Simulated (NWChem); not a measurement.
**Total energies of AgCl**

SMILES: [Cl][Ag]
```xyz
2

Ag     0.0000     0.0000    -0.6112
Cl     0.0000     0.0000     1.6899
```
Charge 0, spin multiplicity 1.

Program: NWChem. Structure: optimised with PBE0/def2-SVP with def2 effective core potentials on Ag, a minimum by its harmonic frequencies.

Basis set: def2-TZVP (77 functions).

| method | total energy (Ha) |
|---|---|
| RHF | -605.67171 |
| MP2 | -606.15413 |
| B2PLYP | -606.90646 |
| PBE | -607.05743 |
| B3LYP | -607.30278 |
| CAM-B3LYP | -607.21424 |
| CCSD(T) | -606.16983 |

Total energies of different functionals aren't comparable as a measure of quality: only differences taken within one method are. 

Effective core potentials replace the inner electrons of Ag; spin-orbit coupling is left out. The correlated methods keep 9 core orbitals frozen. B3LYP has NWChem's definition, with VWN1-RPA local correlation. The structure started from a generated list of species. Coupled-cluster values serve here as a point of comparison, not as the truth.
